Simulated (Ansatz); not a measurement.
(I2Ga-mu-OH)2 (Ga₂I₄O₂H₂), relaxed as a singlet with RKS PBE-D4/def2-SVP in Ansatz, starting from the GFN2-xTB geometry. Force threshold 0.03 eV/Å.

In the def2 sets I takes a core potential; there is no spin–orbit coupling.

Start:

| atom | x (Å) | y (Å) | z (Å) |
| --- | --- | --- | --- |
| Ga1 | 0.8137 | -1.1045 | 0.7506 |
| I2 | -0.2655 | -2.4169 | 2.5707 |
| I3 | 3.1521 | -1.3262 | -0.0797 |
| O4 | 0.3277 | 0.8609 | 0.9070 |
| Ga5 | -0.7762 | 1.1136 | -0.7771 |
| I6 | -3.1480 | 1.6044 | -0.1983 |
| I7 | 0.6042 | 2.2208 | -2.5316 |
| O8 | -0.4551 | -0.8915 | -0.8182 |
| H9 | 0.5577 | 1.4982 | 1.5927 |
| H10 | -0.8106 | -1.5587 | -1.4163 |

```csv
step,energy (eV),largest force component (eV/Å),SCF passes
1,-141257.6568,1.377,19
2,-141257.8113,0.535,18
3,-141257.8534,0.267,19
4,-141257.8585,0.142,20
5,-141257.8603,0.071,20
6,-141257.8622,0.053,20
7 (rejected),-141257.7911,1.824,23
8,-141257.8820,0.127,20
9,-141257.8894,0.387,19
10,-141257.8952,0.463,19
11,-141257.9060,0.137,19
12,-141257.9084,0.029,20
13,-141257.9099,0.037,20
14,-141257.9105,0.007,19
15,-141257.9110,0.012,18
```

Force components are those of the run's own axes.

End:

```xyz
10

Ga    0.649   -1.081    0.803
I    -0.289   -2.474    2.645
I     3.005   -1.308   -0.041
O     0.180    0.819    1.000
Ga   -0.866    1.030   -0.653
I    -3.238    1.637   -0.189
I     0.528    2.145   -2.421
O    -0.598   -0.919   -0.710
H     0.923    1.441    1.129
H    -0.295   -1.290   -1.563
```

By distances, no bond broke or formed. The bond that changes most is Ga5–O8, from 2.03 to 1.97 Å (atoms count from 1).

The force fell under the threshold at step 12, but the optimiser went on and released 0.003 eV more. No frequencies were taken in this run, so the end may be a saddle point.

Run time 33 s (2 threads of AMD EPYC 7R13 on a shared host and a share (18 GiB) of an NVIDIA H100 80GB HBM3), peak host memory 0.9 GiB.
